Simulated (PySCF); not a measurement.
**Spin-rotation constants: SMILES C=C/C(C)=N/N=C\C, C6H10N2**

Molfile (atoms numbered from 1):
```
C6H10N2
     RDKit          3D

 18 17  0  0  0  0  0  0  0  0999 V2000
   -2.9855    0.6674   -0.9703 C   0  0  0  0  0  0  0  0  0  0  0  0
   -1.7070    0.4924   -1.2930 C   0  0  0  0  0  0  0  0  0  0  0  0
   -0.7287   -0.2215   -0.4976 C   0  0  0  0  0  0  0  0  0  0  0  0
   -1.1316   -0.8694    0.7998 C   0  0  0  0  0  0  0  0  0  0  0  0
    0.4633   -0.2475   -0.9573 N   0  0  0  0  0  0  0  0  0  0  0  0
    1.4799   -0.9300   -0.5739 N   0  0  0  0  0  0  0  0  0  0  0  0
    2.4921   -0.5957    0.1028 C   0  0  0  0  0  0  0  0  0  0  0  0
    2.6844    0.6924    0.8414 C   0  0  0  0  0  0  0  0  0  0  0  0
   -3.4131    0.2753   -0.0637 H   0  0  0  0  0  0  0  0  0  0  0  0
   -3.6542    1.2153   -1.6114 H   0  0  0  0  0  0  0  0  0  0  0  0
   -1.3164    0.9041   -2.2138 H   0  0  0  0  0  0  0  0  0  0  0  0
   -1.4651   -0.1145    1.5114 H   0  0  0  0  0  0  0  0  0  0  0  0
   -1.9490   -1.5689    0.6333 H   0  0  0  0  0  0  0  0  0  0  0  0
   -0.2875   -1.4086    1.2264 H   0  0  0  0  0  0  0  0  0  0  0  0
    3.2908   -1.3243    0.1461 H   0  0  0  0  0  0  0  0  0  0  0  0
    1.8408    1.3581    0.6702 H   0  0  0  0  0  0  0  0  0  0  0  0
    2.7794    0.4999    1.9101 H   0  0  0  0  0  0  0  0  0  0  0  0
    3.5988    1.1817    0.5079 H   0  0  0  0  0  0  0  0  0  0  0  0
  1  2  2  0
  2  3  1  0
  3  4  1  0
  3  5  2  0
  5  6  1  0
  6  7  2  0
  7  8  1  0
  1  9  1  0
  1 10  1  0
  2 11  1  0
  4 12  1  0
  4 13  1  0
  4 14  1  0
  7 15  1  0
  8 16  1  0
  8 17  1  0
  8 18  1  0
M  END
```

Level of theory: GIAO PBE0/pcSseg-1 magnetisability, rotational g tensor and spin-rotation constants, non-relativistic, gas phase (PySCF 2.14.0). Geometry: GFN2-xTB.

Task: Give the nuclear spin-rotation constants along the inertial axes (H = +C I·J) beside the isotropic shieldings.

Result: Rotational constants 4.8336, 1.0248, 0.9958 GHz. A star marks the isotopologue with that one atom substituted, in its own axes.
| atom | isotope | Caa (kHz) | Cbb (kHz) | Ccc (kHz) | mean (kHz) | σ (ppm) |
| --- | --- | --- | --- | --- | --- | --- |
| N5 | 14N | 1.510 | 0.184 | 0.105 | 0.600 | -127.0 |
| N6 | 14N | 1.494 | 0.093 | 0.193 | 0.593 | -124.2 |
| H9 | 1H | -0.443 | 0.087 | -0.118 | -0.158 | 26.2 |
| H10 | 1H | 0.093 | -0.036 | -0.106 | -0.017 | 26.2 |
| H11 | 1H | -0.460 | 0.114 | -0.115 | -0.154 | 24.9 |
| H12 | 1H | -0.510 | -0.088 | -0.005 | -0.201 | 30.1 |
| H13 | 1H | -0.204 | -0.085 | -0.066 | -0.118 | 29.9 |
| H14 | 1H | -0.032 | -0.077 | -0.106 | -0.072 | 29.8 |
| H15 | 1H | 0.164 | -0.100 | -0.046 | 0.006 | 25.3 |
| H16 | 1H | -0.069 | -0.114 | -0.067 | -0.083 | 29.9 |
| H17 | 1H | -0.469 | -0.006 | -0.095 | -0.190 | 30.1 |
| H18 | 1H | -0.188 | -0.060 | -0.098 | -0.115 | 30.0 |
| C1 | 13C* | 1.578 | 0.434 | 0.133 | 0.715 | 67.0 |
| C2 | 13C* | 1.705 | 0.503 | 0.171 | 0.793 | 39.3 |
| C3 | 13C* | 1.850 | 0.403 | 0.186 | 0.813 | 51.4 |
| C4 | 13C* | 0.732 | 0.131 | 0.115 | 0.326 | 175.1 |
| C7 | 13C* | 1.768 | 0.189 | 0.361 | 0.773 | 61.0 |
| C8 | 13C* | 0.786 | 0.132 | 0.122 | 0.347 | 170.4 |

For the geometry as given, no vibrational averaging.

Task: How do the rotational constants and the g tensor change when H9, H10, H11, H12, H13, H14, H15, H16, H17, H18 are replaced by deuterium?

Result: Constants 3.8202, 0.8795, 0.8476 GHz; g -0.0605, -0.0074, -0.0004, against -0.0763, -0.0086, -0.0003 before.
